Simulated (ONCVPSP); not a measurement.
**What one change does to a pseudopotential (magnesium, ONCV)**

* Element: magnesium (Mg)
* Generator: ONCVPSP 4.0.1
* Type: optimised norm-conserving Vanderbilt (ONCV)
* Functional: LDA (Perdew-Zunger)
* Relativity: scalar-relativistic
* Frozen core: [He]
* Valence charge: 10
* Reference configuration: 2s2 2p6 3s2
* Partial waves: 2s+3s: rc 1.05 bohr, ncon 4, nbas 7, qcut 12.6 1/bohr, 2 projectors; 2p: rc 0.75 bohr, ncon 3, nbas 7, qcut 22.2 1/bohr, 2 projectors, debl 0.9 Ha; d scattering state at 0.13 Ha: rc 0.95 bohr, ncon 4, nbas 8, qcut 11.9 1/bohr, 2 projectors, debl 2.8 Ha
* Local potential: polynomial inside 0.75 bohr (lpopt 5, dvloc0 0 Ha)
* Core correction: Teter function, fcfact 3.25, rcfact 1.8

In the p channel the program set the typed energies aside and used -1.717, 0.250 Ha.

All-electron outer shells of the reference configuration (LDA (Perdew-Zunger), scalar-relativistic, ld1.x):

```
shell  level (eV)  outermost node (bohr)  outermost maximum (bohr)
   1s    -1253.43                      –                      0.09
   2s      -79.28                   0.18                      0.55
   2p      -46.72                      –                      0.48
   3s       -4.79                   0.90                      2.53
```

Change: p: qcut 33.5.

Cutoffs: the cutoffs (Ha) at which the residual kinetic energy of the hardest occupied pseudo-wave falls to 1 and 0.1 mHa per electron; they do not see the model core or the augmentation charge, which bear on the density cutoff. Errors are all-electron minus pseudo energies relative to the spin-unpolarised reference configuration.

Predict the effect on cutoff, ghosts and configuration errors.

The potential gets harder (144 Ha and 172 Ha → 167 Ha and 203 Ha); the errors of the 4 common tests hardly move; neither file shows a bound ghost. The waves are optimised to have the least kinetic energy above qcut, so the cutoff follows it (qcut²/2 in Ha).

```csv
quantity,base,changed
"cutoff, loose",144 Ha,167 Ha
"cutoff, tight",172 Ha,203 Ha
loose cutoff by channel,"s 41 Ha, p 144 Ha","s 41 Ha, p 167 Ha"
bound ghosts,none,none
GHOST(+) flags under 300 eV,none,none
"error for 2s2 2p6 3s1, meV [ΔE 8.07 eV]",-0.1,-0.1
"error for 2s2 2p6 3s0, meV [ΔE 23.12 eV]",-0.3,-0.3
"error for 2s2 2p6 3s1.5, meV [ΔE 3.19 eV]",0.0,0.0
"error for 2s2 2p6 3s0 3p1, meV [ΔE 12.47 eV]",+0.2,+0.2
s: phases at 1.07 bohr within 0.05 rad from the reference energy up to (Ha; the scan ends near 5),to the end of the scan,to the end of the scan
p: phases at 0.76 bohr within 0.05 rad from the reference energy up to (Ha; the scan ends near 5),to the end of the scan,to the end of the scan
d: phases at 0.96 bohr within 0.05 rad from the reference energy up to (Ha; the scan ends near 5),to the end of the scan,to the end of the scan
"rms error of d²Exc/dni dnj with the model core, mHa",1.40,1.38
```
